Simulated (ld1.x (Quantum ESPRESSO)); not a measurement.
**Which change was made? (Mn, ultrasoft)**

```
Element                 : Mn (Z = 25)
Generator               : ld1.x (Quantum ESPRESSO) 7.5
Type                    : ultrasoft
Functional              : PBE
Relativity              : scalar-relativistic
Frozen core             : [Ne] 3s2
Valence charge          : 13
Reference configuration : 3p6 3d5 4s0.5 4p0 (charge +1.5)
Partial waves           : 4s (bound): rcut 1.80, rcutus 2.35 bohr; 4s channel at -0.6 Ry: rcut 1.80, rcutus 2.35 bohr; 3p (bound): rcut 1.40, rcutus 1.50 bohr; 4p (bound, empty): rcut 1.40, rcutus 1.50 bohr; 3d (bound): rcut 1.30, rcutus 1.50 bohr; 3d channel at -0.95 Ry: rcut 1.30, rcutus 1.50 bohr
Local potential         : all-electron potential smoothed inside 1.15 bohr (lloc = -2)
Core correction         : a·sin(br)/r model core inside 0.80 bohr
Augmentation charge     : PSQ, inside the norm-conserving radii
```

Cutoffs, loose and tight: the cutoffs (Ry, on a coarse ladder) from which the occupation-weighted sum of valence levels, in a spherical-Bessel basis at the reference potential, stays within 10 and 1 mRy of its value at 400 Ry. They do not see the model core or the augmentation charge, which bear on the density cutoff. Test errors are all-electron minus pseudo excitation energies from the reference, over the configurations 3p6 3d5 4s2 4p0; 3p6 3d5 4s1 4p0; 3p6 3d5 4s0 4p0; 3p6 3d6 4s0 4p0; 3p6 3d5 4s1 4p1; 3p6 3d5 4s0 4p1; 3p6 3d4 4s0 4p0; variants that change the core or the reference have their own tests. The largest error is taken over the tests solved by every variant that gives reliable tests at all, those not shown here included: 3p6 3d5 4s0 4p0; 3p6 3d5 4s0 4p1; 3p6 3d5 4s1 4p0; 3p6 3d5 4s1 4p1; 3p6 3d5 4s2 4p0; 3p6 3d6 4s0 4p0.

The base gives: outcome: generated; cutoff, loose: 50 Ry; cutoff, tight: 80 Ry; bound ghosts: s; largest test error (meV): -3.6.

(1) After one change the result is: outcome: generated; cutoff, loose: 45 Ry; cutoff, tight: 80 Ry; bound ghosts: s; largest test error (meV): -4.6. Which change was it?
A. type TM; waves now 4s (bound): rc 2.35 bohr; 3p (bound): rc 1.50 bohr; 3d (bound): rc 1.50 bohr; local potential the d channel
B. reference 3p6 3d5 4s1.75 4p0.25
C. local potential all-electron potential smoothed inside 1.70 bohr (lloc = -2)
D. waves 3p (bound): rcut 1.40, rcutus 1.94 bohr; 4p (bound): rcut 1.40, rcutus 1.94 bohr
E. core correction a·sin(br)/r model core inside 1.54 bohr

Answers

(1) D. The others give: reference 3p6 3d5 4s1.75 4p0.25 → outcome: generated, overlap not positive; bound ghosts: not determined (overlap not positive); largest test error (meV): test run stopped at test 1 of 7 (negative rho) | type TM; waves now 4s (bound): rc 2.35 bohr; 3p (bound): rc 1.50 bohr; 3d (bound): rc 1.50 bohr; local potential the d channel → outcome: generated; cutoff, loose: 100 Ry; cutoff, tight: 140 Ry; bound ghosts: s; largest test error (meV): -151 | core correction a·sin(br)/r model core inside 1.54 bohr → outcome: generated; cutoff, loose: 50 Ry; cutoff, tight: 80 Ry; bound ghosts: s; largest test error (meV): +6.2 | local potential all-electron potential smoothed inside 1.70 bohr (lloc = -2) → outcome: generated; cutoff, loose: 50 Ry; cutoff, tight: 80 Ry; bound ghosts: none; largest test error (meV): -3.9. A file whose overlap is not positive is unfit for use, and its test errors describe a broken file.
